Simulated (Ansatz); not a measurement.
Reaction (formal exchange of groups at the Si–C bond): `C[SiH2]CSS` + `O[SiH2]F` → `C[SiH2][SiH](O)F` + `CSS`

Gas-phase electronic energies from Ansatz, PBE0-D4/def2-TZVP geometries. CCSD(T)/CBS adds triple-zeta CCSD(T) − MP2 to the extrapolated MP2 energy (def2 sets, frozen cores). Functionals use def2-TZVPP. B3LYP here is the variant with VWN-RPA as its local correlation; programs differ in this. One conformer a species, not always the lowest.

```csv
level,ΔE (kJ/mol)
PBE0-D4,-1.3
B3LYP-D4,4.4
B2PLYP,6.2
PBE,-9.0
CCSD/def2-TZVPP,9.2
SCS-MP2/def2-QZVPP,16.1
HF/CBS(def2),6.4
CCSD/CBS(def2),9.0
```

(1) What does CCSD(T)/CBS give? (An estimate is asked.)

Largest T1 diagnostic among the species: 0.012.

Answers

(1) The calculation gave: +10.3 kJ/mol. The listed levels differ from it by -11.6, -5.9, -4.1, -19.3, -1.1, 5.8, -3.9, -1.3 kJ/mol.

In def2-TZVPP, CCSD(T) changes the Hartree–Fock value by +4.5 kJ/mol (the triples alone add +1.3 kJ/mol) and MP2 by +12.9 kJ/mol. From PBE to PBE0 (25 % exact exchange), in def2-TZVPP and without D4, ΔE moves by +4.2 kJ/mol. The D4 term adds +6.2 kJ/mol with B3LYP and +3.5 kJ/mol with PBE0; it sums over pairs of atoms, weighted by their polarisabilities, and B3LYP, whose exchange is more repulsive, gets the larger term.
